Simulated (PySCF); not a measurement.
**SiSe: input and log**

State: ¹Σ⁺ (singlet), closed shell.

An equivalent input (the run itself took its basis sets from the Basis Set Exchange, started from a PBE0 density and held the occupation σ 12α 12β, πx 5α 5β, πy 5α 5β, δx 1α 1β, δy 1α 1β):

```python
from pyscf import gto, dft
mol = gto.M(atom='Si 0 0 0; Se 0 0 2.067', basis={'Si': 'def2-TZVPPD', 'Se': 'def2-TZVPPD'},
            charge=0, spin=0, verbose=4, symmetry='C2v')
mf = dft.UKS(mol, xc='MN15')
mf.grids.atom_grid = (80, 434)
mf.grids.prune = dft.gen_grid.treutler_prune
mf.irrep_nelec = {'A1': (13, 13), 'A2': (1, 1), 'B1': (5, 5), 'B2': (5, 5)}
mf.conv_tol = 1e-9
mf.max_cycle = 60
mf.diis_space = 10
mf.kernel()
```

The log (some set-up lines and the per-cycle HOMO/LUMO lines removed):

```
******** <class 'pyscf.dft.uks_symm.SymAdaptedUKS'> ********
method = SymAdaptedUKS
damping factor = 0
level_shift factor = 0
DIIS = <class 'pyscf.scf.diis.CDIIS'>
diis_start_cycle = 1
diis_space = 10
diis_damp = 0
SCF conv_tol = 1e-09
SCF conv_tol_grad = None
SCF max_cycles = 60
number electrons alpha = 24  beta = 24
Set gradient conv threshold to 3.16228e-05
init E= -2691.24807695469
cycle= 1 E= -2691.27518650435  delta_E= -0.0271  |g|= 0.132  |ddm|= 0.404
cycle= 2 E= -2691.27573945454  delta_E= -0.000553  |g|= 0.111  |ddm|= 0.106
cycle= 3 E= -2691.27709705601  delta_E= -0.00136  |g|= 0.0113  |ddm|= 0.0502
cycle= 4 E= -2691.27717144154  delta_E= -7.44e-05  |g|= 0.00457  |ddm|= 0.015
cycle= 5 E= -2691.27718614116  delta_E= -1.47e-05  |g|= 0.000751  |ddm|= 0.00518
cycle= 6 E= -2691.27718639989  delta_E= -2.59e-07  |g|= 8.29e-05  |ddm|= 0.000812
cycle= 7 E= -2691.27718640538  delta_E= -5.49e-09  |g|= 2.79e-05  |ddm|= 0.000198
cycle= 8 E= -2691.27718640593  delta_E= -5.47e-10  |g|= 4.31e-06  |ddm|= 6.67e-05
Extra cycle  E= -2691.27718640594  delta_E= -1.36e-11  |g|= 4.11e-06  |ddm|= 1.41e-05
converged SCF energy = -2691.27718640594  <S^2> = -2.8421709e-14  2S+1 = 1
```

Repeating this along the bond gives Re = 2.042 Å and ωe = 610 cm⁻¹.

A point of this curve took 2.8 CPU seconds beside 0.9 for the integrals, on Intel Xeon Platinum 8488C (shared host).
